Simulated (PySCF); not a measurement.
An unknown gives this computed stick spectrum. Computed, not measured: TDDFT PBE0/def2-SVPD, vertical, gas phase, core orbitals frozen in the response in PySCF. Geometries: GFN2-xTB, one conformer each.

| state | E (eV) | λ (nm) | f |
| --- | --- | --- | --- |
| S1 | 3.14 | 394.4 | 0.0075 |
| S2 | 4.75 | 260.8 | 0.0001 |
| S3 | 5.45 | 227.7 | 0.132 |
| S4 | 5.75 | 215.7 | 0.0025 |
| S5 | 5.90 | 210.1 | 0.0053 |
| S6 | 6.15 | 201.6 | 0.0050 |
| S7 | 6.19 | 200.4 | 0.018 |
| S8 | 6.28 | 197.5 | 0.0008 |

**Question.** Which candidate is it? All have the formula C5H9OPSi.
A. `C#C[Si@@H](P)O/C=C\C`
B. `O=C[Si]1(P)CC=CC1`
C. `C=CO[Si@@H](P)C#CC`
D. `C#C[Si@@H](P)O/C=C/C`

**Answer.** B. Its S1, at 3.14 eV, is the lowest among the candidates; the nearest of the others has S1 at 5.10 eV. S1 is HOMO→LUMO (91%). Löwdin shares by element: HOMO oxygen 40%, carbon 18% or more, phosphorus 13%, silicon 11% (atoms not listed hold the other 18%); LUMO carbon 38% or more, oxygen 32%, phosphorus 10%, silicon 9%. At the same level the other candidates give, for their lowest levels:
- `C#C[Si@@H](P)O/C=C/C`: 5.15 eV (f 0.001); 5.61 eV (f 0.011); 5.75 eV (f 0.032); 6.13 eV (f 0.029); 6.23 eV (f 0.082); T1 4.30 eV; HOMO -6.73, LUMO -0.53 eV
- `C#C[Si@@H](P)O/C=C\C`: 5.10 eV (f 0.000); 5.54 eV (f 0.062); 5.77 eV (f 0.036); 6.01 eV (f 0.024); 6.08 eV (f 0.068); T1 4.24 eV; HOMO -6.69, LUMO -0.60 eV
- `C=CO[Si@@H](P)C#CC`: 5.48 eV (f 0.005); 5.69 eV (f 0.023); 5.99 eV (f 0.025); 6.03 eV (f 0.017); 6.13 eV (f 0.036); T1 4.27 eV; HOMO -6.90, LUMO -0.41 eV
Triplets come from the Tamm–Dancoff approximation.
